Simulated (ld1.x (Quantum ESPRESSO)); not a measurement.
**u(r) = r·R(r): atom against pseudo-atom (cadmium (Cd))**

Columns: radius, all-electron u(r) and pseudo u(r) of the 5s shell (level -6.38 eV) of cadmium in the configuration [Ar] 3d10 4s2 4p6 4d10 5s1.5 5p0.5; PBEsol, scalar-relativistic, PAW scheme, ld1.x (Quantum ESPRESSO) 7.5.

```json
{"r (bohr)": "0.098", "all-electron": "-0.1224", "pseudo": "-0.1909"}
{"r (bohr)": "0.195", "all-electron": "0.1140", "pseudo": "-0.3578"}
{"r (bohr)": "0.292", "all-electron": "0.1830", "pseudo": "-0.4844"}
{"r (bohr)": "0.390", "all-electron": "0.0436", "pseudo": "-0.5594"}
{"r (bohr)": "0.488", "all-electron": "-0.1354", "pseudo": "-0.5773"}
{"r (bohr)": "0.585", "all-electron": "-0.2566", "pseudo": "-0.5427"}
{"r (bohr)": "0.682", "all-electron": "-0.2991", "pseudo": "-0.4661"}
{"r (bohr)": "0.780", "all-electron": "-0.2731", "pseudo": "-0.3595"}
{"r (bohr)": "0.878", "all-electron": "-0.1996", "pseudo": "-0.2375"}
{"r (bohr)": "0.975", "all-electron": "-0.1007", "pseudo": "-0.1132"}
{"r (bohr)": "1.072", "all-electron": "0.0083", "pseudo": "0.0066"}
{"r (bohr)": "1.170", "all-electron": "0.1182", "pseudo": "0.1191"}
{"r (bohr)": "1.268", "all-electron": "0.2212", "pseudo": "0.2216"}
{"r (bohr)": "1.365", "all-electron": "0.3127", "pseudo": "0.3127"}
{"r (bohr)": "1.463", "all-electron": "0.3932", "pseudo": "0.3932"}
{"r (bohr)": "1.560", "all-electron": "0.4606", "pseudo": "0.4606"}
{"r (bohr)": "1.658", "all-electron": "0.5169", "pseudo": "0.5169"}
{"r (bohr)": "1.755", "all-electron": "0.5616", "pseudo": "0.5616"}
{"r (bohr)": "1.852", "all-electron": "0.5965", "pseudo": "0.5965"}
{"r (bohr)": "1.950", "all-electron": "0.6227", "pseudo": "0.6227"}
{"r (bohr)": "2.047", "all-electron": "0.6410", "pseudo": "0.6410"}
{"r (bohr)": "2.145", "all-electron": "0.6526", "pseudo": "0.6526"}
{"r (bohr)": "2.242", "all-electron": "0.6583", "pseudo": "0.6583"}
{"r (bohr)": "2.340", "all-electron": "0.6590", "pseudo": "0.6590"}
{"r (bohr)": "2.438", "all-electron": "0.6555", "pseudo": "0.6555"}
{"r (bohr)": "2.535", "all-electron": "0.6485", "pseudo": "0.6485"}
```

Q: How many radial nodes do the two functions have?

A: The all-electron 5s function has n − l − 1 = 4 (the table is too coarse to show those close to the nucleus); the pseudo-wave has 1, since 1 lower shell of the same l stays in the valence.

Q: At about which radius was the pseudo-wave matched?

A: 1.40 bohr. The columns agree to 0.0005 from 1.27 bohr on; several derivatives are matched, so the curves merge somewhat inside the radius.

Q: Is the pseudo-wave norm-conserving?

A: No, it belongs to a PAW set: the norm inside the radius is not constrained, and the difference is carried by the augmentation charge.
